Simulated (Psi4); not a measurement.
A dimer, F4Si ··· H3ClSi (SMILES F[Si](F)(F)F and [SiH3]Cl); the first 5 atoms form monomer A.

```
10

F      1.5161    -0.2378    -0.3189
Si     0.0001     0.0000     0.0001
F     -0.2507     1.5283     0.2403
F     -0.8702    -0.4881    -1.2084
F     -0.3953    -0.8025     1.2869
Si    -1.4245    -4.3730    -0.1453
Cl     0.5550    -3.9865    -0.5944
H     -2.2738    -3.5512    -1.0293
H     -1.6606    -4.0218     1.2686
H     -1.6836    -5.8084    -0.3701
```

**Question.** What interaction energy does SAPT0/jun-cc-pVDZ, frozen core in Psi4 1.11 give, and which attractive term is the largest?

**Answer.** Total -0.82 kcal/mol: electrostatics -0.72, exchange 0.81, induction -0.11, dispersion -0.81. The most attractive term is dispersion.
